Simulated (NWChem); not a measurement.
Atomisation of H$_{4}$PSi

```xyz
6

Si    -0.4219     1.0699     0.0000
P      0.4359    -1.0330     0.0000
H      0.0959     1.7894     1.2249
H      0.0959     1.7894    -1.2249
H     -0.4116    -1.5309     1.0530
H     -0.4116    -1.5309    -1.0530
```
Charge 0, spin multiplicity 2.

Everything below was run with NWChem. All single points use one geometry, from UPBE/def2-SVP, a minimum by its harmonic frequencies. It is one conformer; others weren't searched.

Basis set: def2-TZVP. The atomisation energy is electronic alone: no zero-point, thermal, spin-orbit or counterpoise terms. No value is extrapolated to the basis-set limit. Free atoms are single determinants with multiplicities Si 3, P 4, H 2. Correlated methods freeze the same cores in atoms and molecule, 10 orbitals in all.

B3LYP has NWChem's definition, with VWN1-RPA local correlation. The structure started from a generated list of species. The unpaired electrons of the parent sit in orbitals of symmetry a' (Cs labels of the run); other states weren't searched. The stability of the SCF solutions was not checked. Open-shell Hartree-Fock references start from PBE0 orbitals. Coupled-cluster values serve here as a point of comparison, not as the truth.

Q: One of these methods gave an atomisation energy of 343.4 kcal/mol. Which?
A) B3LYP
B) PBE
C) CCSD(T)
D) LC-wPBE (omega 0.3 per bohr)

A: C, CCSD(T). The others give 357.4 (LC-wPBE (omega 0.3 per bohr)), 363.3 (B3LYP), 361.7 (PBE).
